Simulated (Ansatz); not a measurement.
Species: H₇N₃Sn, SMILES `[SnH]([NH2])([NH2])[NH2]` (charge 0, multiplicity 1), formula H$_{7}$N$_{3}$Sn.

Task: How many basis functions does frozen-core CCSD(T)/def2-TZVPP // B3LYP-D3(BJ)/def2-TZVP in Ansatz (a first-principles code) use, how many core orbitals are frozen, and how many electrons are correlated?

Result: 241 basis functions and 7 frozen orbitals, which leaves 36 correlated electrons (filled d shells below the valence shell are correlated). Core time is of the order of minutes.
